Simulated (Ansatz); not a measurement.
System: GaH2, charge 0, multiplicity 2. SMILES: [GaH2]
Structure (B3LYP-D3(BJ)/def2-TZVP (Ansatz, a first-principles code) minimum search):
```xyz
3

Ga     0.0391     0.0090     0.0274
H     -0.3410    -1.4985    -0.3550
H     -0.8706     1.2189    -0.4942
```
Charge 0, spin multiplicity 2.

Parts of the frozen-core correlation energy in cc-pVDZ (Ansatz, hartree). Frozen orbitals: 14; correlated occupied orbitals by spin: 3 and 2; virtual: 20 and 21. UHF or UKS for open shells. No spin-orbit coupling. Non-relativistic.

| term | value |
|---|---|
| reference (HF) | -1924.32638 |
| MP2 opposite-spin | -0.05120 |
| MP2 same-spin | -0.00416 |
| CCSD correlation | -0.07432 |
| (T) | -0.00110 |
| CCSDT minus CCSD(T) | -0.00044 |
| CCSDT(Q) minus CCSD(T) | -0.00046 |
| T1 diagnostic | 0.013 |
| largest doubles amplitude | 0.049 |
| <S^2> of the reference | 0.755 |
